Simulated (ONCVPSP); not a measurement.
# How hard is this Fe ONCV potential?

iron, optimised norm-conserving Vanderbilt (ONCV), made with ONCVPSP 4.0.1 (LDA (Perdew-Zunger), scalar-relativistic). Core [Ne], reference 3s2 3p6 3d6 4s1 (charge +1). Waves: 3s+4s: rc 1.55 bohr, ncon 3, nbas 7, qcut 10.1 1/bohr, 2 projectors; 3p: rc 0.80 bohr, ncon 4, nbas 8, qcut 10.8 1/bohr, 2 projectors, debl 0.4 Ha; 3d: rc 1.35 bohr, ncon 3, nbas 8, qcut 13.8 1/bohr, 2 projectors, debl 3.7 Ha. Local part: polynomial inside 0.70 bohr (lpopt 5, dvloc0 6 Ha). Core correction: polynomial model core, fcfact 0.65.

In the p channel the program set the typed energies aside and used -2.519, 0.250 Ha.

Question: For each optimised wave give the share of its norm inside rc, the residual kinetic energy above qcut (Ha) and the cutoffs (Ha) for errors of 10, 1, 0.1 and 0.01 mHa per electron.

Answer:

| wave | norm inside rc | residual KE | 10 mHa | 1 mHa | 0.1 mHa | 0.01 mHa |
| --- | --- | --- | --- | --- | --- | --- |
| 3s | 0.977 | 7.3e-09 | 15.3 | 26.7 | 33.7 | 39.3 |
| 4s | 0.090 | 5.1e-09 | 7.4 | 22.5 | 31.2 | 37.6 |
| 3p | 0.482 | 8.5e-04 | 24.5 | 56.0 | 257.8 | 323.5 |
| p projector 2 | 0.051 | 1.5e-04 | 20.1 | 28.2 | 65.2 | 375.3 |
| 3d | 0.728 | 9.4e-09 | 51.3 | 62.1 | 71.3 | 78.8 |
| d projector 2 | 0.101 | 5.9e-08 | 52.0 | 64.2 | 74.0 | 81.9 |

The occupied waves need 62 Ha and 258 Ha for 1 and 0.1 mHa.
